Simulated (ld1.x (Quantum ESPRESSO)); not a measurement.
# arsenic: excitation energies, all-electron against PAW

```
Element                 : arsenic (As)
Generator               : ld1.x (Quantum ESPRESSO) 7.5
Type                    : PAW
Functional              : PBE
Relativity              : scalar-relativistic
Frozen core             : [Ne]
Valence charge          : 23
Reference configuration : 3s2 3p6 3d10 4s2 4p3
Partial waves           : 3s (bound): rcut 0.80, rcutus 0.85 bohr; 4s (bound): rcut 0.80, rcutus 0.85 bohr; 3p (bound): rcut 1.25, rcutus 1.30 bohr; 4p (bound): rcut 1.25, rcutus 1.30 bohr; 3d (bound): rcut 0.55, rcutus 0.75 bohr; 3d channel at -0.65 Ry: rcut 0.55, rcutus 0.75 bohr
Local potential         : all-electron potential smoothed inside 0.65 bohr (lloc = -1)
Core correction         : Bessel-smoothed model core inside 0.35 bohr
Augmentation charge     : PSQ, inside the norm-conserving radii
```

Energies are relative to the spin-unpolarised reference configuration 3s2 3p6 3d10 4s2 4p3; without spin polarisation the order of configurations can differ from experiment.

```csv
valence configuration,charge,ΔE all-electron (eV),error AE − PS (meV)
3s2 3p6 3d10 4s2 4p2,+1,9.149,-0.7
3s2 3p6 3d10 4s2 4p1,+2,27.067,-2.2
3s2 3p6 3d10 4s2 4p0,+3,54.770,-5.4
3s2 3p6 3d10 4s1 4p3,+1,19.256,-0.4
3s2 3p6 3d10 4s2 4p2.5,+0.5,3.555,-0.3
3s2 3p6 3d10 4s1 4p4,0,9.417,0.0
```

Problem. What are ΔE and the potential's error for 3s1 3p6 3d10 4s2 4p3?

Solution. ΔE = 201.271 eV all-electron; the error (AE − PS) is -43 meV.

Levels in the configuration 3s2 3p6 3d10 4s2 4p0:

```
level  all-electron (eV)  pseudo (eV)
   3s           -224.720     -224.716
   3p           -168.081     -168.078
   3d            -74.916      -74.911
   4s            -44.430      -44.429
```
